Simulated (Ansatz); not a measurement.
Geometry optimisation, Ansatz 0.2.0, UKS B3LYP/6-31G*.

Input:

```yaml
crystal:
  periodic: [false, false, false]
  atoms:
    - { symbol: Mg, position_ang: [-0.6704, -1.886, -0.3501] }
    - { symbol: H, position_ang: [0.0328, -0.3978, -1.9092] }
    - { symbol: Cl, position_ang: [-2.0001, -3.5757, -0.3135] }
    - { symbol: H, position_ang: [0.3094, 0.6875, 0.5213] }
    - { symbol: "N", position_ang: [-0.0059, -0.2706, 1.4039] }
    - { symbol: H, position_ang: [0.2792, 0.4356, -1.4454] }
    - { symbol: "N", position_ang: [0.5481, 1.4232, -0.576] }
    - { symbol: H, position_ang: [-0.7178, 0.0872, 2.0296] }
    - { symbol: H, position_ang: [0.8169, -0.4595, 1.9637] }
    - { symbol: H, position_ang: [-0.0913, 2.1985, -0.6812] }
    - { symbol: H, position_ang: [1.4992, 1.7574, -0.6433] }
magnetization:
  spin_polarized: true
basis:
  gaussian: { orbitals: "6-31G*" }
hamiltonian:
  xc: b3lyp
relax:
  f_tol: 0.15
  max_steps: 25
  restrain:
    - { distance: [0, 4], at: 2.12, k: 30.0 }
    - { distance: [3, 6], at: 1.02, k: 30.0 }
    - { distance: [5, 1], at: 0.62, k: 30.0 }
    - { distance: [0, 1], at: 3.02, k: 30.0 }
    - { distance: [3, 4], at: 2.32, k: 30.0 }
    - { distance: [5, 6], at: 2.32, k: 30.0 }
```

Run as:

```bash
$ ansatz run input.yaml --threads 2 --pin off --max-ram 3072MiB --backend cpu --events-out ev --progress --plain --runs-dir out
```

Q: Where does it end, and by what steps?

A: The run converged. The restraints hold the end off the free minimum. After 9 steps the energy has fallen by 0.756 eV (the restraints' own energy left out); Mg1 moved furthest, 0.83 Å. Joined: H2–H6 (0.99 → 0.70 Å), H4–N7 (1.34 → 1.02 Å).

```csv
step,energy less start (eV),largest force component (eV/Å),accepted
0,0.0000,2.632,yes
1,0.1770,2.616,yes
2,0.2709,4.629,yes
3,-0.1945,3.205,yes
4,-0.4087,1.922,yes
5,-0.5203,1.805,yes
6,-0.5897,1.355,yes
7,-0.7192,1.378,yes
8,-0.7608,1.488,yes
9,-0.7565,1.803,yes
```

```xyz
11
Properties=species:S:1:pos:R:3
Mg -0.936 -2.057 0.417
H 0.011 -0.411 -1.932
Cl -1.876 -3.622 -0.824
H 0.459 1.280 0.258
N -0.117 -0.545 1.562
H 0.172 0.137 -1.532
N 0.734 2.060 -0.343
H -0.703 -0.140 2.291
H 0.790 -0.718 1.995
H -0.043 2.263 -0.967
H 1.510 1.754 -0.925
```

Time of the run: 23 s on 2 threads of AMD EPYC 9R14 (Zen 4), with other jobs on the host, peak memory 0.25 GiB.
